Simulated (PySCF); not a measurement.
Vertical excitations of a molecule C4H5ClSi from TDA-PBE/def2-SVPD (PySCF), as energy in eV (oscillator strength): 4.28 (0.050), 4.78 (0.001), 5.26 (0.110), 5.48 (0.003), 5.50 (0.003), 5.84 (0.004), 5.90 (0.000), 6.20 (0.004), 6.29 (0.016), 6.56 (0.182). Lowest triplet (TDA): 2.65 eV. The structure is a stationary point at r2SCAN-D4/def2-SVP. The values are those of a single conformer.

Question: Which molecule gave these data?
(A) C#C[SiH2]C(=C)Cl
(B) C#C/C=C\[SiH2]Cl
(C) ClC1=C[SiH2]C=C1
(D) C=C(Cl)C#C[SiH3]

Answer: C, ClC1=C[SiH2]C=C1
